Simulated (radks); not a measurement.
The numbers below are computed, except where a source is named.
All-electron atom: Tl47+ in [Ar] 3d10 4s2 4p4 (the NIST ground configuration). Code: a radial shooting solver on a logarithmic mesh with Libxc functionals. Model: scalar-relativistic Kohn-Sham, exchange-only LDA, spin-polarised, spherical densities, point nucleus; open shells are filled with parallel spins first (spin-orbit coupling, left out, can overturn this in heavy ions).

Normalised radial functions P(r) = r R(r), r in bohr:

| r | 3p down | 4p up |
|---|---|---|
| 0.002048 | 0.0423 | 0.0250 |
| 0.002935 | 0.0761 | 0.0449 |
| 0.004173 | 0.1338 | 0.0790 |
| 0.005981 | 0.2348 | 0.1385 |
| 0.008573 | 0.4013 | 0.2364 |
| 0.01229 | 0.6574 | 0.3862 |
| 0.01747 | 0.9977 | 0.5828 |
| 0.02504 | 1.3737 | 0.7927 |
| 0.0359 | 1.5768 | 0.8825 |
| 0.05104 | 1.2668 | 0.6422 |
| 0.07316 | 0.1394 | -0.0909 |
| 0.1049 | -1.5236 | -1.0089 |
| 0.1503 | -2.5996 | -1.1275 |
| 0.2137 | -2.1881 | 0.1936 |
| 0.3063 | -0.9364 | 1.7942 |
| 0.4391 | -0.1711 | 1.6740 |
| 0.6243 | -0.0106 | 0.5582 |
| 0.8948 | -0.0001 | 0.0529 |

3p down: eigenvalue -5318.0 eV, 1 radial node at r = 0.0756 bohr, <r> = 0.176 bohr, 90 % of the charge inside 0.262 bohr. 4p up: eigenvalue -2592.8 eV, 2 radial nodes at r = 0.0706, 0.206 bohr, <r> = 0.361 bohr, 90 % of the charge inside 0.514 bohr.
